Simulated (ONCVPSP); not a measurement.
Pseudopotential generation for Mn: ONCV, LDA (Perdew-Zunger), scalar-relativistic.

- Element: Mn (Z = 25)
- Generator: ONCVPSP 4.0.1
- Type: optimised norm-conserving Vanderbilt (ONCV)
- Functional: LDA (Perdew-Zunger)
- Relativity: scalar-relativistic
- Frozen core: [Ne]
- Valence charge: 15
- Reference configuration: 3s2 3p6 3d5 4s1.5 (charge +0.5)
- Partial waves: 3s+4s: rc 1.25 bohr, ncon 4, nbas 9, qcut 8.3 1/bohr, 3 projectors, debl 1 Ha; 3p: rc 0.95 bohr, ncon 4, nbas 8, qcut 8.8 1/bohr, 2 projectors, debl 2.2 Ha; 3d: rc 1.60 bohr, ncon 5, nbas 9, qcut 10 1/bohr, 2 projectors, debl 2.5 Ha
- Local potential: polynomial inside 0.70 bohr (lpopt 5, dvloc0 0 Ha)
- Core correction: Teter function, fcfact 3.25, rcfact 1.75

Q: Estimate the cutoffs (Ha) at which the residual kinetic energy of the hardest occupied pseudo-wave falls to 1 and 0.1 mHa per electron.

A: 41 Ha and 135 Ha.

Q: Does the potential have ghost states?

A: No bound ghost flagged; GHOST(+) flagged for s at 599.1 eV.

Q: Tests: 3s2 3p6 3d5 4s2; 3s2 3p6 3d5 4s1; 3s2 3p6 3d5 4s0; 3s2 3p6 3d5 4s0 4p1. Which has the largest error in its energy relative to the reference configuration, and how large is it?

A: 3s2 3p6 3d5 4s0, with +1.0 meV (all-electron minus pseudo) on +21.07 eV.
